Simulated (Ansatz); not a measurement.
The cluster CrO3⁺, relaxed as a doublet with UKS r2SCAN-D4/def2-TZVP in Ansatz, starting from the GFN2-xTB geometry. Force threshold 0.02 eV/Å.

The structure holds 2 bonds between oxygen atoms, so isomers without such links may lie far lower. The charge 1 doublet is spin-contaminated (final ⟨S²⟩ up to 2.36, 0.75 for a pure state). Another isomer (doublet) lies 2.50 eV lower at PBE0-D4/def2-TZVP; other spin states weren't run for this one.

Start:

```xyz
4

Cr   -0.835    0.591    0.783
O     0.383    0.828   -0.458
O     0.644   -0.456   -0.606
O    -0.192   -0.963    0.280
```

| step | energy (eV) | largest force component (eV/Å) | SCF passes |
| --- | --- | --- | --- |
| 1 | -34548.0736 | 2.848 | 66 |
| 2 | -34548.2719 | 1.518 | 38 |
| 3 | -34548.3576 | 0.032 | 38 |
| 4 (rejected) | -34548.3576 | 0.050 | 41 |
| 5 | -34548.3577 | 0.003 | 41 |

Force components are those of the run's own axes.

End:

```xyz
4

Cr   -0.865    0.612    0.812
O     0.410    0.879   -0.490
O     0.657   -0.465   -0.617
O    -0.202   -1.026    0.295
```

By distances, no bond broke or formed. The bond that changes most is Cr1–O4, from 1.75 to 1.84 Å (atoms count from 1).

No frequencies were taken in this run, so the end may be a saddle point.

It took 37 s on 2 threads of Arm Neoverse V1 on a shared host.
